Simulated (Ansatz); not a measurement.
```yaml
crystal:
  periodic: [false, false, false]
  atoms:
    - {symbol: C, position_ang: [0.919975, 1.618339, -0.729983]}
    - {symbol: In, position_ang: [0.148508, -0.120276, -0.195655]}
    - {symbol: C, position_ang: [-1.178610, -0.567280, 1.198878]}
    - {symbol: Se, position_ang: [0.964266, -1.927651, -1.414450]}
    - {symbol: H, position_ang: [1.560332, 1.499281, -1.491700]}
    - {symbol: H, position_ang: [1.405945, 2.029822, 0.046556]}
    - {symbol: H, position_ang: [0.188619, 2.247004, -1.009638]}
    - {symbol: H, position_ang: [-1.693587, 0.243849, 1.486631]}
    - {symbol: H, position_ang: [-1.814824, -1.260926, 0.851543]}
    - {symbol: H, position_ang: [-0.701464, -0.947594, 1.996896]}
    - {symbol: H, position_ang: [0.200838, -2.814578, -0.739068]}
basis:
  gaussian: {orbitals: def2-TZVPP}
total_charge: -1
magnetization: {spin_polarized: true, initial_magnetization: 1}
hamiltonian: {xc: {name: wB97X}}
```

```sh
$ ansatz run in.yaml --threads 4 --pin off --events-out ev --progress --plain --max-ram 10444MiB
```

Output, abridged:

```
Functional definition: wB97X
1619 factors; their error is unknown
367 factors; integrals over basis functions are off by at most 7.0e-6 eV
mean field evaluation 1: about -72705.1447 eV, gradient 3.6e1 eV
mean field evaluation 2: about -72707.5337 eV, gradient 2.9e1 eV
mean field evaluation 4: about -72711.0481 eV, gradient 1.1e0 eV
mean field evaluation 8: about -72711.0837 eV, gradient 3.3e-1 eV
mean field evaluation 16: about -72711.3602 eV, gradient 1.4e0 eV
mean field evaluation 32: about -72712.0940 eV, gradient 1.8e0 eV
mean field -72712.21750346 eV, -2672.1247071409 hartree, gradient 1.8e-5 eV, S^2 0.752093; 6 other end points of the search recorded, 0 dependent functions left out
reference -72712.21749324 eV, -2672.1247067654 hartree; 38, 37 occupied and 220, 221 virtual orbitals, 1619 factors
Total energy: -72712.21749324 eV, -2672.1247067654 hartree
```

It took 54 s on 4 threads of an Arm Neoverse V2 on a shared host, with 1.9 GiB of host memory at the peak.
